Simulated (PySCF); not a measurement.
Write Cartesian coordinates for `CSc1ccc(B(F)F)o1` as optimised with PBE0-D3(BJ)/def2-SVP.

```xyz
15
C5H5BF2OS angstrom
C     -2.2725    1.5223   -0.0270
S     -2.2639   -0.2421   -0.4081
C     -0.5942   -0.6228   -0.1086
C      0.0665   -1.8314   -0.1813
C      1.4091   -1.5413    0.1572
C      1.4925   -0.1916    0.4167
B      2.6550    0.7108    0.8188
F      2.5071    2.0101    1.0105
F      3.8650    0.1991    0.9856
O      0.2412    0.3545    0.2445
H     -2.0050    1.7012    1.0226
H     -1.5860    2.0706   -0.6850
H     -3.3024    1.8571   -0.2075
H     -0.3695   -2.7917   -0.4440
H      2.2389   -2.2441    0.2113
```

Orientation and origin are arbitrary. Atoms count from 1 in this order. The 5-membered ring C3–C4–C5–C6–O10 has internal angles of 105.2° to 110.9° (sum 540°, against 540° for a flat polygon); it is planar, 0.00 Å rms from its mean plane, widest ring torsion 0°. The 2 C–O bonds span 1.333 Å (C3–O10, aromatic) to 1.376 Å (C6–O10, aromatic), a spread of 0.043 Å. The C–S distances run from 1.739 Å (S2–C3, drawn single) to 1.805 Å (C1–S2, drawn single), a spread of 0.066 Å. The 10 heavy atoms lie in one plane (0.015 Å rms).

Bonds between heavy atoms (Å): C1–S2 1.805, S2–C3 1.739, C3–C4 1.379, C4–C5 1.415, C5–C6 1.377, C6–B7 1.526, B7–F8 1.322, B7–F9 1.324, C6–O10 1.376, C3–O10 1.333.

Level of theory: PySCF, PBE0-D3(BJ)/def2-SVP geometry optimisation, gas phase.

Point group: near Cs, missed by 0.13 Å at most; the miss may be what the optimiser left on a soft mode. PBE0-D3(BJ)/def2-SVP frequencies: not computed here. The numbers are those of one conformer (C1–S2–C3–C4 178°).
